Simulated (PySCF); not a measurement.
**Ionisation energy of Co⁺ by level of theory**

Co⁺ [Ar] 3d8 (3F) → Co²⁺ [Ar] 3d7 (4F), as a difference of total energies. Calculation: PySCF 2.14, in dyall-av2z (16s12p7d2f, 101 functions); the non-relativistic Hamiltonian (point nucleus). Correlated levels: valence: [Ar] frozen; virtual orbitals above 40 to 60 times the deepest correlated orbital energy dropped. The calculations carry no spin-orbit coupling.

```
           method  ionisation energy (eV)  plus first-order spin-orbit estimate  difference from reference of that sum (eV)
              UHF                  14.347                                14.337                                      -2.747
              LDA                  18.469                                18.459                                      +1.375
              PBE                  18.017                                18.007                                      +0.923
             PBE0                  17.345                                17.335                                      +0.251
           r2SCAN                  17.511                                17.501                                      +0.417
            HSE06                  17.369                                17.359                                      +0.275
          r2SCAN0                  17.040                                17.030                                      -0.054
            B97-3                  17.356                                17.346                                      +0.262
             MN15                  17.954                                17.944                                      +0.860
    MP2 (valence)                  16.894                                16.884                                      -0.200
SCS-MP2 (valence)                  16.774                                16.764                                      -0.320
```

Reference: 17.084 eV (measured; NIST Atomic Spectra Database, ionization energies).

A first-order spin-orbit estimate (lowest level to lowest level, LS coupling) adds -0.010 eV.

These non-relativistic numbers lack the scalar-relativistic shift.

Errors of the correlated levels include the incompleteness of this basis and the frozen core.
